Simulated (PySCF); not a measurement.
CCuO, SMILES O=[C+][Cu], charge +1, multiplicity 1. Coordinates come from a PBE-D3(BJ)/def2-TZVP optimisation. The multiplicity is an assumed one; other spin states were not compared.

Computed equilibrium geometry at PBE-D3(BJ)/def2-TZVP (PySCF confirms it by a frequency run) as a Z-matrix, and its point group:
point group C∞v.
```
C
O 1 1.1284
Cu 1 1.8456 2 180.00
```
Charge +1, spin multiplicity 1.
